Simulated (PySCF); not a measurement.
Input for PySCF: D3(BJ) and D4 dispersion corrections on H4N2OSi (a complex).

```python
from pyscf import gto
from pyscf.dispersion import dftd3, dftd4

mol = gto.M(
    atom='''
    N     0.50565064    0.47640010   -1.19338060
    N     0.49268073    0.56277065   -0.10672647
    O     0.39899896    0.74553450    3.08253297
    Si   -0.36404330   -0.54492566    3.77055063
    H     0.47563018    0.76975217    2.12467259
    H    -1.77105360   -0.66155866    3.31027065
    H    -0.33454178   -0.31118676    5.22795521
    H     0.32268432   -1.82301293    3.45434476
    ''',
    basis='def2-svp',
    charge=0, spin=0, verbose=0, max_memory=1800)
d3, d4 = {}, {}
for xc in ['hf', 'pbe', 'blyp', 'revpbe', 'tpss', 'r2scan', 'b3lyp', 'pbe0', 'bhlyp', 'camb3lyp', 'b2plyp']:
    d3[xc] = float(dftd3.DFTD3Dispersion(mol, xc=xc, version='d3bj', atm=False).get_dispersion()['energy'])
    print(f'D3(BJ) {xc:10s} {d3[xc]:14.8f} Eh')
for xc in ['hf', 'pbe', 'blyp', 'revpbe', 'tpss', 'r2scan', 'b3lyp', 'pbe0', 'bhlyp', 'camb3lyp', 'b2plyp']:
    d4[xc] = float(dftd4.DFTD4Dispersion(mol, xc={'camb3lyp': 'cam-b3lyp'}.get(xc, xc), atm=True).get_dispersion()['energy'])
    print(f'D4     {xc:10s} {d4[xc]:14.8f} Eh')
```

The log:

```
D3(BJ) hf            -0.03349134 Eh
D3(BJ) pbe           -0.00396499 Eh
D3(BJ) blyp          -0.00831427 Eh
D3(BJ) revpbe        -0.00991076 Eh
D3(BJ) tpss          -0.00498292 Eh
D3(BJ) r2scan        -0.00118060 Eh
D3(BJ) b3lyp         -0.00680277 Eh
D3(BJ) pbe0          -0.00344688 Eh
D3(BJ) bhlyp         -0.00531444 Eh
D3(BJ) camb3lyp      -0.00313702 Eh
D3(BJ) b2plyp        -0.00315870 Eh
D4     hf            -0.01216993 Eh
D4     pbe           -0.00340646 Eh
D4     blyp          -0.00741626 Eh
D4     revpbe        -0.01076964 Eh
D4     tpss          -0.00457825 Eh
D4     r2scan        -0.00093269 Eh
D4     b3lyp         -0.00539361 Eh
D4     pbe0          -0.00289992 Eh
D4     bhlyp         -0.00393119 Eh
D4     camb3lyp      -0.00293216 Eh
D4     b2plyp        -0.00239474 Eh
```

The run finished.

Cost: about 0.020 core-seconds (a rough figure).
